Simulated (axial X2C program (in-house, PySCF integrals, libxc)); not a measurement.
## NaTe⁻: cheaper levels and CCSD(T), 2c

Calculated with an in-house relativistic program for diatomic molecules. Two-component (2c) means X2C with spin–orbit coupling and atomic mean-field two-electron Coulomb and Gaunt terms. Basis: Te dyall-acv3z [12s13p9d5f1g], Na dyall-av3z [10s9p5d2f] (cores contracted in-house); Gaussian nuclei, density fitting, unrestricted open shells. Masses: Te 129.906 u, Na 22.990 u.

State: Ω = 0 (closed shell); fragments Te- + Na.

```
level  Re (Å)  ωe (cm⁻¹)  De (eV)
 PBE0   2.725      246.2     1.30
   HF   2.740      255.6    0.168
  MP2   2.767      241.8     1.30
 CCSD   2.764      237.8     1.15
```

Correlated methods: 8 electrons correlated (number of frozen shells: Te 4 s, 3 p, 2 d; Na 2 s, 1 p), 318 virtual spin orbitals or spinors in MP2, 90 natural virtuals in coupled cluster.

CCSD(T), same Hamiltonian and basis:

Re = 2.778 Å, ωe = 231.1 cm⁻¹, De = 1.29 eV; T1 = 0.023 (Lee–Taylor normalisation).

Problem. Give the differences from CCSD(T) in the columns below.

Solution. 

```csv
level,ΔRe (Å),Δωe (cm⁻¹),ΔDe (eV)
PBE0,-0.053,15.1,0.01
HF,-0.038,24.5,-1.12
MP2,-0.011,10.7,0.01
CCSD,-0.014,6.7,-0.14
```

Occupations by symmetry block were frozen at the best pattern of an incomplete PBE0 search. Closed shells are restricted here (equal orbitals for both partners); the stretched side of such a curve lies too high. De is counted from the lowest determinant-based energies of the atoms at the same level, without counterpoise correction. Coupled cluster ran in a truncated set of natural virtual spinors; the MP2 energy of the rest was added. (T) has no such correction and the atoms are truncated less, which lowers De at CCSD(T) by a hundredth of an eV or more. The functionals have no current-density term, which raises determinants with orbital currents, atoms included. The highest occupied level of some functionals is positive through self-interaction error; at Hartree–Fock it is bound. With the outer-core shells frozen, correlated bond lengths of heavy atoms tend to come out a few hundredths of an ångström too long. Hartree–Fock gets electron affinities wrong, so its lowest charge split need not be the true one.
